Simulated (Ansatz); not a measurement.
`O[Si](O)(F)N[SiH2]Cl` + `[OH][Hf]([F])([Cl])[Br]` → `O[Si](O)(Cl)N[SiH2]Cl` + `[OH][Hf]([F])([F])[Br]`  (redistribution)

Program: Ansatz. Geometries: PBE0-D4/def2-TZVP. ΔE: electronic, gas phase. CCSD(T)/CBS is the MP2 limit (def2-TZVPP, def2-QZVPP) plus CCSD(T) − MP2 in def2-TZVPP, frozen cores. def2 core potentials past Kr. For Br, Hf outer-core shells are correlated without core-valence functions, which leaves a few kJ/mol of doubt a bond. Scalar relativity is left out up to krypton. One conformer a species, not always the lowest.

```json
{"species": "`O[Si](O)(F)N[SiH2]Cl`", "SCS-MP2/def2-QZVPP energy (Eh)": "-1345.89940"}
{"species": "`[OH][Hf]([F])([Cl])[Br]`", "SCS-MP2/def2-QZVPP energy (Eh)": "-3256.39347"}
{"species": "`O[Si](O)(Cl)N[SiH2]Cl`", "SCS-MP2/def2-QZVPP energy (Eh)": "-1705.85418"}
{"species": "`[OH][Hf]([F])([F])[Br]`", "SCS-MP2/def2-QZVPP energy (Eh)": "-2896.42389"}
```

Work out ΔE.

ΔE = (-1705.85418) + (-2896.42389) − (-1345.89940) − (-3256.39347) = 0.01480 Eh = +0.40 eV. CCSD(T)/CBS gives +0.40 eV.

Largest T1 diagnostic among the species: 0.014.

In def2-TZVPP, CCSD(T) changes the Hartree–Fock value by −0.15 eV (the triples alone add −0.02 eV) and MP2 by −0.18 eV. The D4 term adds −0.06 eV with B3LYP and −0.03 eV with PBE0; it sums over pairs of atoms, weighted by their polarisabilities, and B3LYP, whose exchange is more repulsive, gets the larger term. From PBE to PBE0 (25 % exact exchange), in def2-TZVPP and without D4, ΔE moves by +0.08 eV.

B3LYP here is the variant with VWN-RPA as its local correlation; programs differ in this.
